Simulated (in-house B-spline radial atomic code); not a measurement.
**Neutral xenon: [Kr] 4d10 5s2 5p6**

Computed with a radial B-spline atomic code at the basis-set limit: non-relativistic PBE0, spin-polarised, spherical fractional occupations, point nucleus.

Z_r = [3n² - l(l+1)]/(2<r>); Z_e = n√(-2ε); the last column is Slater's effective charge. Values are occupation-weighted means over spin.

```tsv
shell	electrons	ε (eV)	<r> (bohr)	Z_r	Z_e	Slater
1s	2	-33022	0.02814	53.30	49.27	53.70
2s	2	-5032.7	0.121	49.59	38.47	49.85
2p	6	-4733.2	0.103	48.53	37.30	49.85
3s	2	-1038	0.3199	42.19	26.20	42.75
3p	6	-910.94	0.3103	40.28	24.55	42.75
3d	10	-675.34	0.281	37.37	21.14	32.85
4s	2	-190.44	0.7462	32.16	14.97	26.25
4p	6	-144.71	0.7773	29.59	13.04	26.25
4d	10	-65.795	0.8706	24.12	8.80	14.85
5s	2	-20.259	1.952	19.21	6.10	8.25
5p	6	-9.5731	2.325	15.70	4.19	8.25
```

The least bound orbital is 5p at -9.573 eV, and it is also the most diffuse (<r> = 2.325 bohr).
